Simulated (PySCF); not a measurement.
A structure optimised at PBE-D3(BJ)/def2-SVP, used in a PySCF frequency run:

```
C
H 1 1.1117
C 1 1.5491 2 108.96
O 3 1.2050 1 133.68 2 -93.75
C 3 1.5393 4 134.37 1 166.24
H 5 1.1082 3 115.66 4 -33.87
H 5 1.1101 6 108.52 3 -125.77
C 5 1.5540 6 118.93 7 -131.73
H 8 1.1056 5 117.33 6 107.29
H 8 1.1068 9 109.19 1 -126.18
S 1 1.8122 2 105.64 3 -130.18
H 11 1.3640 1 95.44 2 160.26
```
Charge 0, spin multiplicity 1.

Write its SMILES and formula.

O=C1CC[C@@H]1S, C4H6OS

What are its rotational constants (standard atomic weights)?

4.6176, 2.3053, 1.6470 GHz
